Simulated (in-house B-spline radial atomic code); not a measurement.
Ni6+: [Ar] 3d4

Computed with a radial B-spline atomic code at the basis-set limit: non-relativistic PBE0, spin-polarised, spherical fractional occupations, point nucleus.

Effective charges: Z_r = [3n² - l(l+1)]/(2<r>) from the radius, Z_e = n√(-2ε) from the energy, and Slater's rules. Values are occupation-weighted means over spin.

```json
{"shell": "1s", "electrons": "2", "ε (eV)": "-8292", "<r> (bohr)": "0.05483", "Z_r": "27.36", "Z_e": "24.69", "Slater": "27.70"}
{"shell": "2s", "electrons": "2", "ε (eV)": "-1104.1", "<r> (bohr)": "0.2478", "Z_r": "24.21", "Z_e": "18.02", "Slater": "23.85"}
{"shell": "2p", "electrons": "6", "ε (eV)": "-978.41", "<r> (bohr)": "0.2164", "Z_r": "23.10", "Z_e": "16.96", "Slater": "23.85"}
{"shell": "3s", "electrons": "2", "ε (eV)": "-227.46", "<r> (bohr)": "0.7185", "Z_r": "18.79", "Z_e": "12.27", "Slater": "16.75"}
{"shell": "3p", "electrons": "6", "ε (eV)": "-187.32", "<r> (bohr)": "0.7335", "Z_r": "17.04", "Z_e": "11.13", "Slater": "16.75"}
{"shell": "3d", "electrons": "4", "ε (eV)": "-123.75", "<r> (bohr)": "0.7505", "Z_r": "13.99", "Z_e": "9.05", "Slater": "8.95"}
```

The least bound orbital is 3d up at -123.7 eV, and it is also the most diffuse (<r> = 0.7505 bohr).

The density falls to 0.001 bohr⁻³ at 2.132 bohr; Σ<r²> = 8.1554 bohr² gives, by the non-relativistic formula and without the paramagnetism of open shells, a Langevin diamagnetic susceptibility of -6.459×10⁻⁶ cm³/mol.

Caution: exact exchange at fractional occupations of open shells leaves self-interaction of up to several eV.
